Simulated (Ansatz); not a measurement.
Relaxation of F2GeH2 (5 atoms, charge 0, multiplicity 1), to a largest force component of 0.03 eV/Å in at most 50 steps.

The calculation used RKS B3LYP/def2-SVPD in Ansatz.

```xyz
5
Properties=species:S:1:pos:R:3:forces:R:3
Ge 0.203 0.000 0.140 1.18 0.00 0.89
H 0.589 0.000 1.607 -1.71 0.00 1.14
H 1.715 0.000 0.022 0.53 0.00 -2.01
F -0.677 1.362 -0.476 0.00 0.12 -0.02
F -0.677 -1.362 -0.476 0.00 -0.12 -0.02
```

Problem. Where does it end, and by what steps?

Solution. The forces met the threshold. After 5 steps the energy has fallen by 0.944 eV; H3 moved furthest, 0.43 Å.

| step | energy less start (eV) | largest force component (eV/Å) | accepted |
| --- | --- | --- | --- |
| 0 | 0.0000 | 2.006 | yes |
| 1 | -0.6521 | 0.997 | yes |
| 2 | -0.9035 | 0.572 | yes |
| 3 | -0.9438 | 0.134 | yes |
| 4 | -0.9439 | 0.091 | yes |
| 5 | -0.9443 | 0.001 | yes |

```xyz
5
Properties=species:S:1:pos:R:3
Ge 0.332 0.000 0.235
H 0.183 0.000 1.756
H 1.717 0.000 -0.412
F -0.539 1.389 -0.381
F -0.539 -1.389 -0.381
```

Run time: 22 s on 2 threads of Intel(R) Xeon(R) Platinum 8259CL CPU @ 2.50GHz (Skylake/Cascade Lake) (shared host), peak memory 0.22 GiB.
